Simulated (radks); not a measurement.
Correlation energies from several functionals, in hartree. Species: Mn [Ar] 3d5 4s2; Au [Xe] 4f14 5d10 6s1; Sb [Kr] 4d10 5s2 5p3; Mo [Kr] 4d5 5s1; Fe3+ [Ar] 3d5. Method: non-relativistic Kohn-Sham, exchange-only PBE, spin-polarised, spherical densities, point nucleus; computed with a radial shooting solver on a logarithmic mesh with Libxc functionals. Every spin shell is full or empty, so the densities are truly spherical. Functionals are evaluated on that one density, not self-consistently.

\begin{tabular}{lrrrrr}
functional & Mn & Au & Sb & Mo & Fe3+ \\ \hline
PW92 & -2.0501 & -8.2013 & -4.8310 & -3.8119 & -2.0219 \\
VWN5 & -2.0601 & -8.2349 & -4.8525 & -3.8295 & -2.0322 \\
PZ & -2.0393 & -8.2074 & -4.8279 & -3.8047 & -2.0099 \\
PBE & -1.0397 & -4.8294 & -2.6994 & -2.0778 & -1.0250 \\
LYP & -1.0832 & -4.2819 & -2.5524 & -1.9974 & -1.0523 \\
revTPSS & -1.0661 & -4.8678 & -2.7334 & -2.1019 & -1.0458 \\
r2SCAN & -1.0646 & -4.8858 & -2.7147 & -2.1018 & -1.0255 \\
B95 & -1.2315 & -5.9779 & -3.2807 & -2.5012 & -1.2251 \\
Tao-Mo & -0.98006 & -4.7206 & -2.6061 & -1.9947 & -0.96779 \\
\end{tabular}
